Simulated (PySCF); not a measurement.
H6BN, charge -1, doublet, at the geometry of the source list (a state made from the parent by changing its charge; the spin is typed, not shown lowest) (in this run its highest filled SCF level lies above zero, so its values depend strongly on the basis, on diffuse functions most of all). Base run: B3LYP/def2-SVP run with PySCF.

Here is a job for PySCF.
```python
from pyscf import gto, scf, dft, solvent

mol = gto.M(
    atom='''
B    -0.82200000    0.11210000   -0.02010000
N     0.82110000   -0.11420000    0.02140000
H    -1.22570000   -0.61330000   -0.87230000
H    -0.97780000    1.26380000   -0.28050000
H    -1.21540000   -0.18010000    1.06650000
H     1.01580000   -1.07170000    0.29120000
H     1.21440000    0.53030000    0.69760000
H     1.18950000    0.07300000   -0.90400000
''',
    basis='def2-svp',
    charge=-1,
    spin=1,
    verbose=4,
)

mf = dft.UKS(mol)
mf.xc = 'b3lyp'
mf.kernel()
```

Each row names what was changed in the base input (with any setting that the change needs).

```
change                                                   ΔE vs base (kcal/mol)
-------------------------------------------------------  ---------------------
base                                                                     0.000
model = IEF-PCM; solvent = methanol; lebedev_order = 11                 -54.27
model = IEF-PCM; solvent = methanol; vdw_scale = 1.4                    -52.72
model = IEF-PCM; solvent = n-hexane                                     -26.47
model = IEF-PCM; solvent = 2-propanol                                   -53.91
model = ddCOSMO; solvent = methanol                                     -54.26
model = SS(V)PE; solvent = methanol                                     -51.68
model = C-PCM; solvent = methanol                                       -55.14
model = IEF-PCM; solvent = methanol                                     -55.14
model = IEF-PCM; solvent = methanol; vdw_scale = 1.0                    -54.76
model = IEF-PCM; solvent = methanol; lebedev_order = 41                 -55.23
model = IEF-PCM; solvent = methanol; vdw_scale = 1.1                    -55.42
```

The base is the gas phase, so ΔE is the electrostatic part of solvation at a fixed geometry, without cavity and dispersion terms.

Open shells are given as the SCF converged; they aren't shown to be the lowest states, and a large step between rows can be another state.

The gas-phase anion may not be bound at this level, which the solvent then changes.
